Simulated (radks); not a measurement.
The numbers below are computed, except where a source is named.
Q: These are the eigenvalues of the occupied orbitals of an atom or ion with whole-number occupations (hartree). Level of theory: Dirac Kohn-Sham, PBE, spin-unpolarised, spherical densities, point nucleus (a radial shooting solver on a logarithmic mesh with Libxc functionals).

orbital  eigenvalue
1s1/2     -2386.622
2s1/2     -459.4426
2p1/2     -441.6496
2p3/2     -400.4553
3s1/2     -151.2027
3p1/2     -143.4730
3p3/2     -134.3671
3d3/2     -121.5279
3d5/2     -119.5131
4s1/2     -71.51313
4p1/2     -68.23603
4p3/2     -65.29747

Which element is it, and in what charge state? The configuration may be excited. Open shells, if any, are shared by 2j + 1.

A: Z = 71, lutetium, charge +39: Lu39+ in [Ar] 3d10 4s2 4p2. The list shows which subshells hold electrons but not how many an open one holds; the 1s level, -2386.6 hartree, gives Z - s = 69.1 by -(Z - s)^2/2, which with screening and relativity narrows Z to a few neighbours, and the depths of the outer levels then fix element, charge and occupations together.
